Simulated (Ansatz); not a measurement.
Stepwise reaction of `[OH][Ge]([OH])([F])[SiH3]` with hydrogen, as a gas-phase model of exchange steps in deposition or etching. ΔE in kJ/mol; ΔG adds harmonic PBE0-D4 terms to CCSD(T)/CBS, at 1 bar.

Calculated with Ansatz (gas phase, PBE0-D4/def2-TZVP geometries, no zero-point term in ΔE). CCSD(T)/CBS adds triple-zeta CCSD(T) − MP2 to the extrapolated MP2 energy (def2 sets, frozen cores). This one scheme is used for every species. Functionals use def2-TZVPP. B3LYP here is the variant with VWN-RPA as its local correlation; programs differ in this. For Ge outer-core shells are correlated without core-valence functions, which leaves a few kJ/mol of doubt a bond. Scalar relativity is left out up to krypton. Each species was taken in one conformer, which may not be the lowest.

| step | reaction | PBE-D4 | B3LYP-D4 | ωB97M-V | CCSD(T)/CBS | ΔG(600 K) |
| --- | --- | --- | --- | --- | --- | --- |
| 1 | `[OH][Ge]([OH])([F])[SiH3]` + H₂ → `[OH][GeH]([F])[SiH3]` + H₂O | 33.3 | 35.7 | 35.5 | 33.8 | 31.6 |
| 2 | `[OH][GeH]([F])[SiH3]` + H₂ → `[F][GeH2][SiH3]` + H₂O | 22.6 | 25.0 | 23.9 | 22.0 | 18.6 |

**Question.** By hand: ΔE of the 2 steps together at CCSD(T)/CBS.

**Answer.** (33.8) + (22.0) = 55.8 kJ/mol, or 27.9 kJ/mol a step.

In ΔE each step is lower than the one before. All are uphill at CCSD(T)/CBS. ΔG lies between 18.6 and 31.6 kJ/mol a step. PBE-D4 differs from CCSD(T)/CBS by -0.5 to 0.6 kJ/mol a step. Only this route is followed, and other bonds may react first. Isolated molecules leave out the surface, adducts and barriers. Largest T1 diagnostic: 0.013.
